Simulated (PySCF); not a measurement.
Run record: excited-state job, `O=C(Br)[C@H]1C[C@H](F)C1`.

Method: TDDFT CAM-B3LYP/def2-SVPD, vertical, gas phase, core orbitals frozen in the response (PySCF 2.14.0, density-fitted response routines). Geometry: GFN2-xTB. A driver script takes a list of jobs; this job's settings line and coordinates (Å) are shown.

Command:
```bash
OMP_NUM_THREADS=1 python probes_run.py task.json out
```

Input:
```
{"job": {"kind": "uv", "xc": "CAM-B3LYP", "basis": "def2-SVPD", "nstates": 8, "ntriplets": 3}, "charge": 0, "multiplicity": 1}
O      1.856457     1.777845    -0.093299
C      1.716746     0.607580    -0.119802
Br     3.080925    -0.496788    -1.028698
C      0.624162    -0.244106     0.412838
C     -0.582234     0.549302     0.948865
C     -1.403884     0.103819    -0.267989
F     -2.569833    -0.541023     0.050401
C     -0.272281    -0.837832    -0.700981
H      1.054021    -0.987415     1.086219
H     -0.981392     0.152855     1.878791
H     -0.423899     1.620774     1.043598
H     -1.665849     0.891005    -0.979127
H      0.087582    -0.713842    -1.719676
H     -0.521198    -1.882647    -0.533306
```

Problem. What does the run print?

Solution. 
```
coarse grid: 58544 points
cycle   1  E = -2942.5709734876  dE =  3.400e-01  |g| = 9.338e-01  |ddm| = 6.010e+00
cycle   2  E = -2942.2470573491  dE =  3.239e-01  |g| = 1.667e+00  |ddm| = 3.139e+00
cycle   3  E = -2942.7476119303  dE = -5.006e-01  |g| = 1.466e-01  |ddm| = 2.030e+00
cycle   4  E = -2942.7511748575  dE = -3.563e-03  |g| = 8.038e-02  |ddm| = 2.843e-01
cycle   5  E = -2942.7523617789  dE = -1.187e-03  |g| = 1.380e-02  |ddm| = 1.044e-01
cycle   6  E = -2942.7524027836  dE = -4.100e-05  |g| = 5.528e-03  |ddm| = 3.463e-02
cycle   7  E = -2942.7524110664  dE = -8.283e-06  |g| = 1.369e-03  |ddm| = 1.184e-02
final grid: 124160 points
cycle   8  E = -2942.7523956412  dE = -7.675e-07  |g| = 1.285e-03  |ddm| = 9.043e-03
cycle   9  E = -2942.7523955739  dE =  6.730e-08  |g| = 1.644e-03  |ddm| = 3.602e-03
cycle  10  E = -2942.7523960717  dE = -4.978e-07  |g| = 2.066e-04  |ddm| = 1.846e-03
cycle  11  E = -2942.7523960852  dE = -1.343e-08  |g| = 1.308e-04  |ddm| = 4.855e-04
cycle  12  E = -2942.7523960924  dE = -7.248e-09  |g| = 3.925e-05  |ddm| = 4.252e-04
cycle  13  E = -2942.7523960927  dE = -3.465e-10  |g| = 7.514e-06  |ddm| = 8.470e-05
converged SCF energy = -2942.7523960927

Static polarisability (au): isotropic 81.880, principal 65.495 78.102 102.043

Singlet excitations
state   eV       nm        f      main configurations
  1   4.9606    249.9   0.00020   H->L 0.56, H-2->L 0.31
  2   5.9208    209.4   0.00024   H->L 0.40, H-2->L 0.34, H-1->L 0.23
  3   6.1357    202.1   0.00144   H-1->L 0.48, H-2->L 0.24, H->L+1 0.21
  4   6.4153    193.3   0.00624   H->L+1 0.55, H-2->L+1 0.20
  5   6.4935    190.9   0.00068   H-1->L+1 0.74, H-2->L+1 0.16
  6   7.4062    167.4   0.09074   H-4->L 0.60, H-2->L+1 0.09
  7   7.4599    166.2   0.17925   H-3->L 0.65, H-2->L+1 0.11, H-5->L 0.09
  8   7.7466    160.0   0.24463   H-2->L+1 0.26, H-4->L 0.20, H-3->L 0.18

Triplet excitations (Tamm-Dancoff, eV): 4.4944 5.5479 5.6638
```

The SCF starts on a coarse grid where the log names one; the energy can jump when the final grid takes over, and dE then counts from the start density on the new grid. H and L stand for HOMO and LUMO; the number after each pair is its weight.

Problem. How does the lowest singlet excitation compare with the HOMO–LUMO gap?

Solution. HOMO -9.72 eV and LUMO -0.28 eV give a gap of 9.44 eV; S1 at 4.96 eV lies 4.48 eV below it.

Problem. Which computed singlet has the largest oscillator strength, and what do all of them sum to?

Solution. State 8 at 7.75 eV (160 nm), f = 0.245; the 8 states sum to 0.523.

Main results: HOMO -9.72 eV, LUMO -0.28 eV; lowest singlet 4.96 eV; lowest triplet 4.49 eV (Tamm–Dancoff); mean polarisability 81.9 au.

 Relativistic effects, spin–orbit coupling among them, are left out although an element past zinc is present.

Problem. Estimate the wall time. Hardware: Arm Neoverse V1, one thread, on a shared host. And the peak memory of the process?

Solution. About 72 s, with 1.0 GiB resident at the peak, the Python interpreter and its libraries included.

One conformer stands for the species.
Labels such as C1 count atoms from 1, the log's own numbers from 0.
